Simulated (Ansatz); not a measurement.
Mulliken charges of BrH2InO2 (`[OH][In]([OH])[Br]`) from ωB97M-V/def2-TZVPP in Ansatz (PBE0-D4/def2-TZVP geometry).

```csv
atom,x (Å),y (Å),z (Å),charge (e)
O1,0.183,1.154,-1.208,-0.498
In2,-0.227,-0.274,0.089,0.938
O3,0.968,-0.485,1.633,-0.485
Br4,-2.156,-1.742,-0.197,-0.304
H5,-0.450,1.188,-1.931,0.176
H6,1.682,0.159,1.615,0.174
```

**Question.** By hand: the dipole of these point charges (1 e Å = 4.8032 D).

**Answer.** Σ q r = (0.095, 0.170, -0.106) e Å, of length 0.222 e Å = 1.07 D.

**Question.** How does the dipole of the full density compare? (Estimate.)

**Answer.** Ansatz gave: (0.048, 0.202, -0.194) e Å, 1.36 D; the point charges give 0.79 times that, at 19° from its direction.

Point charges leave out the atoms' own dipoles, such as those of lone pairs, and Mulliken's split depends on the basis, so the two needn't agree.
